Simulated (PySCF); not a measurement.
Choosing a molecule for a target property.

All species are isolated and taken at one optimised geometry, non-relativistic unless stated. Electronic properties by PySCF.

Dipoles, sizes and rotational constants follow the conformer. The torsions of the flexible species, by atom-mapped SMILES:
- `[CH:1]#[C:2][SiH:3][CH2:4][C:5]#[N:6]`: C2–Si3–C4–C5 -77°
- `[CH3:1][CH2:2][C:3]([CH3:4])[S:5][SiH2:6][NH2:7]`: C1–C2–C3–C4 83°, C2–C3–S5–Si6 48°, C3–S5–Si6–N7 52°, H–N7–Si6–S5 34°, H–N7–Si6–S5 175°
- `[CH+:1]=[C:2][C:3](=[O:4])/[CH:5]=[CH:6]\[F:7]`: C2–C3–C5–C6 180°
- `[O:1]=[C:2]1[CH:3][C@H:4]([O:5][CH:6]([F:7])[F:8])[O:9][CH2:10]1`: C3–C4–O5–C6 179°, C4–O5–C6–F7 -75°

(1) Wanted: isotropic g value below 2.0044 (unrestricted B3LYP/pcH-1, mean-field spin–orbit) and smallest rotational constant above 1.4 GHz (GFN2-xTB), at GFN2-xTB geometries. Which candidate meets both?
A. `CC[C](C)S[SiH2]N` [radical]
B. `C#C[SiH]CC#N` [radical]
C. `[CH+]=[C]C(=O)/C=C\F` [radical]
D. `O=C1[CH][C@H](OC(F)F)OC1` [radical]

Results:

(1) B. Computed values:
| species | isotropic g value | smallest rotational constant |
| --- | --- | --- |
| C#C[SiH]CC#N [radical] | 2.00272 | 1.436 GHz |
| CC[C](C)S[SiH2]N [radical] | 2.00375 | 0.992 GHz |
| O=C1[CH][C@H](OC(F)F)OC1 [radical] | 2.00513 | 0.657 GHz |
| [CH+]=[C]C(=O)/C=C\F [radical] | 2.00857 | 1.359 GHz |
